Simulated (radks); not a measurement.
Values are calculated unless marked as measured or tabulated.
Question: Ionisation of neutral potassium, [Ar] 4s1, to [Ar] as the strength of local exchange is varied. Level of theory: non-relativistic Kohn-Sham, Slater X-alpha exchange (alpha = 2/3 is LDA exchange), no correlation, spin-polarised, spherical densities, point nucleus; open shells are filled with parallel spins first (a radial shooting solver on a logarithmic mesh with Libxc functionals).

| alpha | E(K) (hartree) | exchange (hartree) | IE (eV) | -e of the level emptied (eV) | <r> of it (bohr) |
|---|---|---|---|---|---|
| 0.583 | -592.94076 | -26.20350 | 3.718 | 1.870 (4s) | 5.265 |
| 0.629 | -595.01137 | -28.35558 | 3.894 | 2.043 (4s) | 5.146 |
| 0.667 | -596.72653 | -30.14265 | 4.043 | 2.191 (4s) | 5.053 |
| 0.808 | -603.12751 | -36.84688 | 4.616 | 2.775 (4s) | 4.744 |
| ? | -611.70609 | -45.91589 | 5.433 | 3.635 (4s) | 4.401 |

Which alpha was used in the last row?

Answer: alpha = 0.995. NIST Atomic Spectra Database: 4.341 eV (measured). The Delta-SCF value meets it near alpha = 0.74.
